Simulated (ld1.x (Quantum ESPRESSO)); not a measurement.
**Configuration tests for osmium (RRKJ)**

osmium, norm-conserving RRKJ (Kleinman–Bylander form), made with ld1.x (Quantum ESPRESSO) 7.5 (PBEsol, fully relativistic). Core [Xe] 4f14, reference 5d6 6s1.5 6p0.5. Waves: 6p (bound): rc 3.85 bohr; 5d (bound): rc 1.50 bohr; 6s (bound): rc 1.90 bohr. Local part: the s channel. Core correction: a·sin(br)/r model core, default radius (core density twice the valence density).

Open shells are filled in proportion to 2j + 1 (rel_dist='average').

Energies are relative to the spin-unpolarised reference configuration 5d6 6s1.5 6p0.5; without spin polarisation the order of configurations can differ from experiment.

| valence configuration | charge | ΔE all-electron (eV) | error AE − PS (meV) |
| --- | --- | --- | --- |
| 5d6 6s2 6p0 | 0 | -2.494 | -0.6 |
| 5d6 6s0 6p0 | +2 | 24.081 | -20 |
| 5d4 6s0 6p0 | +4 | 94.440 | -569 |
| 5d6 6s0 6p1 | +1 | 13.284 | -7.4 |
| 5d7 6s1 6p0 | 0 | -2.176 | -51 |

Q: What are ΔE and the potential's error for 5d5 6s0 6p0?

A: ΔE = 52.953 eV all-electron; the error (AE − PS) is -126 meV.

Q: What are ΔE and the potential's error for 5d6 6s1 6p0?

A: ΔE = 7.137 eV all-electron; the error (AE − PS) is -2.8 meV.
